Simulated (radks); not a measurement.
Isoelectronic series with 16 electrons, all held in the configuration [Ne] 3s2 3p4, which need not be the ground one along the series. Method: Dirac Kohn-Sham, PBE, spin-unpolarised, spherical densities, point nucleus; open shells are shared between the two j in proportion to 2j + 1; computed with a radial shooting solver on a logarithmic mesh with Libxc functionals. Total energies (hartree) and mean radii <r> (bohr):

ion	E (hartree)	3p3/2	3p1/2	3s1/2
S	-399.04688	2.075	2.065	1.694
Cl+	-460.92489	1.709	1.701	1.489
Ar2+	-527.58874	1.469	1.463	1.329
K3+	-599.03448	1.296	1.290	1.201
Ca4+	-675.26455	1.162	1.157	1.096
Sc5+	-756.28503	1.056	1.050	1.009
Ti6+	-842.10440	0.9679	0.9625	0.9349
V7+	-932.73295	0.8944	0.8890	0.8712
Cr8+	-1028.18239	0.8317	0.8263	0.8157
Mn9+	-1128.46572	0.7775	0.7721	0.7671
Fe10+	-1233.59702	0.7301	0.7247	0.7239
Co11+	-1343.59140	0.6884	0.6829	0.6854
Ni12+	-1458.46499	0.6512	0.6457	0.6508
Cu13+	-1578.23483	0.6179	0.6123	0.6195
Zn14+	-1702.91894	0.5880	0.5823	0.5911
